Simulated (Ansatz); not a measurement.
`C[SiH](C)[TeH]` → `C[Si]C` + H₂Te at 500 K and 1 bar (silylene formation by 1,1-elimination).

Program: Ansatz. Geometries: PBE0-D4/def2-TZVP. ΔE: electronic, gas phase. CCSD(T)/CBS is the MP2 limit (def2-TZVPP, def2-QZVPP) plus CCSD(T) − MP2 in def2-TZVPP, frozen cores. def2 core potentials past Kr. For Te outer-core shells are correlated without core-valence functions, which leaves a few kJ/mol of doubt a bond.

```
         species  CCSD(T)/CBS energy (Eh)  H − E (kJ/mol)  S (J/(mol·K))
`C[SiH](C)[TeH]`               -637.77028           286.6          445.6
        `C[Si]C`               -368.74530           223.0          346.4
            H₂Te               -268.91024            48.9          247.6
```

H − E and S are ideal-gas, rigid-rotor, harmonic terms from PBE0-D4/def2-TZVP, for one conformer and one mirror image of each species. 1 Eh = 2625.50 kJ/mol, R = 8.31446 J/(mol·K).

**Question.** By hand: ΔE, ΔH, ΔS and ΔG.

**Answer.** ΔE = (-368.74530) + (-268.91024) − (-637.77028) = 0.11474 Eh = 301.2 kJ/mol. Δ(H − E) = 223.0 + 48.9 − 286.6 = -14.7, so ΔH = 286.5 kJ/mol. ΔS = 346.4 + 247.6 − 445.6 = 148.4 J/(mol·K). ΔG = 286.5 − 500 × (148.4)/1000 = 212.3 kJ/mol.

**Question.** By hand: the equilibrium constant, and the temperature at which ΔG would vanish if ΔH and ΔS stayed fixed.

**Answer.** log₁₀ K = −ΔG/(RT ln 10) = -22.2. ΔG = 0 at ΔH/ΔS = 1931 K.

The number of gas molecules changes by +1, which sets the sign of ΔS. A doubt of 5 kJ/mol in ΔE shifts log₁₀ K by 0.5 here. Other conformers and mirror images would add mixing entropy, several J/(mol·K) or more a flexible species. These are equilibria of isolated gas molecules and say nothing of rates. Largest T1 diagnostic: 0.012 (customary marks: 0.02 for closed shells, 0.045 for open ones).
